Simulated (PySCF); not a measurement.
Job file and geometry (Å, from PBE0-D3(BJ)/def2-SVP) of an NMR shielding run on `C(C)B(C)N`, C₃H₁₀BN, PySCF, GIAO PBE0/pcSseg-2 NMR shielding, non-relativistic, gas phase; density fitting, a coarse starting grid and PySCF grid level 2 are the driver's defaults:

```
$ OMP_NUM_THREADS=1 python probes_run.py task.json out

{"job": {"kind": "nmr", "xc": "PBE0", "basis": "pcSseg-2", "pop": false}, "charge": 0, "multiplicity": 1}
C      1.939136     0.450651     0.111317
C      0.824615    -0.582709     0.196926
B     -0.635642    -0.128202    -0.223236
C     -1.849717    -1.148713    -0.165141
N     -0.860769     1.186111    -0.652228
H      2.047679     0.844891    -0.913093
H      2.919716     0.040629     0.400617
H      1.744496     1.311678     0.772455
H      1.074621    -1.470563    -0.415230
H      0.752172    -0.986471     1.225161
H     -2.646030    -0.783049     0.505288
H     -2.313000    -1.269999    -1.159223
H     -1.554975    -2.148805     0.186682
H     -1.767449     1.533435    -0.934791
H     -0.126662     1.879376    -0.712561
```

**Question.** What does the program print?

**Answer.** 
```
coarse grid: 11608 points
cycle   1  E = -199.7485959629  dE =  2.083e-01  |g| = 5.545e-01  |ddm| = 2.351e+00
cycle   2  E = -199.7202540235  dE =  2.834e-02  |g| = 6.567e-01  |ddm| = 8.604e-01
cycle   3  E = -199.8278711467  dE = -1.076e-01  |g| = 4.370e-02  |ddm| = 4.802e-01
cycle   4  E = -199.8281121564  dE = -2.410e-04  |g| = 2.993e-02  |ddm| = 3.921e-02
cycle   5  E = -199.8283098619  dE = -1.977e-04  |g| = 4.313e-03  |ddm| = 1.677e-02
cycle   6  E = -199.8283137760  dE = -3.914e-06  |g| = 1.162e-03  |ddm| = 3.439e-03
final grid: 109544 points
cycle   7  E = -199.8320130595  dE = -1.186e-04  |g| = 8.813e-03  |ddm| = 6.022e-02
cycle   8  E = -199.8320059854  dE =  7.074e-06  |g| = 1.045e-02  |ddm| = 1.211e-02
cycle   9  E = -199.8320320017  dE = -2.602e-05  |g| = 6.643e-04  |ddm| = 6.321e-03
cycle  10  E = -199.8320320701  dE = -6.839e-08  |g| = 3.873e-04  |ddm| = 6.176e-04
cycle  11  E = -199.8320321026  dE = -3.254e-08  |g| = 6.583e-05  |ddm| = 2.339e-04
cycle  12  E = -199.8320321035  dE = -9.072e-10  |g| = 1.778e-05  |ddm| = 5.031e-05
converged SCF energy = -199.8320321035

GIAO shielding tensors (ppm)
atom      isotropic    diamagn.    paramagn.     s11        s22        s33       span
  0 C      174.569     240.680     -66.111    168.343    169.652    185.711     17.368
  1 C      166.117     245.661     -79.544    146.404    168.888    183.059     36.654
  2 B       51.102     195.316    -144.214     11.638     28.409    113.259    101.621
  3 C      181.644     243.358     -61.714    175.878    175.902    193.151     17.273
  4 N      162.571     320.103    -157.532     72.282    199.600    215.832    143.550
  5 H       30.482      30.555      -0.073     26.416     28.918     36.111      9.696
  6 H       30.142      27.935       2.207     25.223     27.969     37.234     12.011
  7 H       30.481      30.741      -0.260     26.497     28.731     36.214      9.717
  8 H       30.297      31.064      -0.768     25.460     30.122     35.308      9.848
  9 H       30.298      31.456      -1.158     25.490     30.108     35.298      9.808
 10 H       31.009      29.345       1.663     27.074     29.018     36.934      9.859
 11 H       31.011      29.043       1.969     27.083     29.023     36.928      9.845
 12 H       31.068      29.863       1.205     26.838     30.260     36.106      9.268
 13 H       27.767      31.643      -3.877     22.836     25.765     34.699     11.863
 14 H       27.474      33.717      -6.243     21.831     27.266     33.326     11.495
```

Size and cost of the density-fitted run: 320 basis functions, 34 s wall time on 1 thread of an Arm Neoverse V2, shared host; peak memory 1.3 GiB.
